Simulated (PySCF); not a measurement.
Molecule: C2H6Cl2Si2 (charge 0, singlet). SMILES: [SiH2](Cl)C(=C)[SiH2]Cl
Coordinates optimised at B3LYP-D3(BJ)/def2-TZVP (Ansatz):
```xyz
12

C      0.2340     1.8596     1.6740
C      0.1093     0.8688     0.7821
Si    -1.5898     0.3973     0.1894
Cl    -1.6110     0.4083    -1.8814
Si     1.6404     0.0055     0.1732
Cl     1.4060    -2.0379     0.4144
H      1.1958     2.1582     2.0835
H     -0.6192     2.4243     2.0416
H     -2.5741     1.3854     0.6777
H     -1.9597    -0.9649     0.6156
H      2.8044     0.4453     0.9703
H      1.8691     0.2450    -1.2636
```

Dispersion corrections to the total energy (kcal/mol) from the dftd3 and dftd4 libraries through PySCF: D3(BJ) without and D4 with the three-body term, each with the damping fitted for the functional named.

```
functional  D3(BJ)      D4
----------  ------  ------
LC-wPBE      -9.83  -10.49
B3LYP       -17.05  -15.10
TPSSh       -11.48  -11.45
BP86        -16.80  -13.23
CAM-B3LYP      [?]   -8.39
r2SCAN         [?]   -2.36
B2GP-PLYP      [?]   -4.13
```

### Question
What belongs in the gaps?

### Answer

- CAM-B3LYP, D3(BJ): -8.57
- r2SCAN, D3(BJ): -2.80
- B2GP-PLYP, D3(BJ): -8.13
